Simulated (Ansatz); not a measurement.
`[AlH2][O][GaH][SiH3]` + `F[SiH]([SiH3])[GeH3]` → `F[SiH]([AlH2])[GeH3]` + `[SiH3][O][GaH][SiH3]`  (redistribution)

Computed with Ansatz on PBE0-D4/def2-TZVP structures; ΔE is electronic, products minus reactants. CBS: MP2 limit from def2 TZ/QZ plus the TZ coupled-cluster correction, frozen cores. DFT in def2-TZVPP. For Ga, Ge outer-core shells are correlated without core-valence functions, which leaves a few kJ/mol of doubt a bond. Scalar relativity is left out up to krypton. Each species was taken in one conformer, which may not be the lowest.

```tsv
level	ΔE (kcal/mol)
BHLYP-D4	12.3
revPBE	13.4
BLYP	14.1
HF/def2-QZVPP	11.1
```

(1) What does CCSD(T)/CBS give? (Best estimate.)

Largest T1 diagnostic among the species: 0.015.

Results:

(1) Computed: +12.7 kcal/mol. The listed levels differ from it by -0.4, 0.7, 1.4, -1.6 kcal/mol.

At CCSD(T), def2-SVP lies +3.5 kcal/mol from the extrapolated value and def2-TZVPP +0.3 kcal/mol. Leaving LDA and LC-ωPBE aside and taking each functional with its dispersion term where it has one, the values, not all of them listed here, spread over 1.7 kcal/mol, from BHLYP-D4 to B97M-V.

CCSD(T)/CBS has its own doubt, a few kJ/mol and more with outer-core shells, so smaller differences from it don't rank the levels.
